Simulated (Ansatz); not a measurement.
`C=CC(=O)OC` + `[GeH3][SeH]` → `C=C[Se][GeH3]` + `COC=O`  (substitution at a C–C bond)

Calculated with Ansatz (gas phase, PBE0-D4/def2-TZVP geometries, no zero-point term in ΔE). CCSD(T)/CBS is the MP2 limit (def2-TZVPP, def2-QZVPP) plus CCSD(T) − MP2 in def2-TZVPP, frozen cores. Functionals use def2-TZVPP. For Ge, Se outer-core shells are correlated without core-valence functions, which leaves a few kJ/mol of doubt a bond. Scalar relativity is left out up to krypton. Each species was taken in one conformer, which may not be the lowest.

CCSD(T)/CBS gives +8.5 kcal/mol.

Task: Another level gave +7.4 kcal/mol. Which?
A. SCS-MP2/def2-TZVPP
B. HF/def2-TZVPP
C. CAM-B3LYP/def2-TZVPP
D. CCSD/def2-TZVPP

Result: A. SCS-MP2/def2-TZVPP 7.4, HF/def2-TZVPP 11.8, CCSD/def2-TZVPP 9.0, CAM-B3LYP 10.6 kcal/mol.

Largest T1 diagnostic among the species: 0.015.

From PBE to PBE0 (25 % exact exchange), in def2-TZVPP and without D4, ΔE moves by +1.2 kcal/mol. Leaving LDA and LC-ωPBE aside and taking each functional with its dispersion term where it has one, the values, not all of them listed here, spread over 3.0 kcal/mol, from revPBE-D4 to B97M-V. LDA lies +2.4 kcal/mol from PBE without D4.
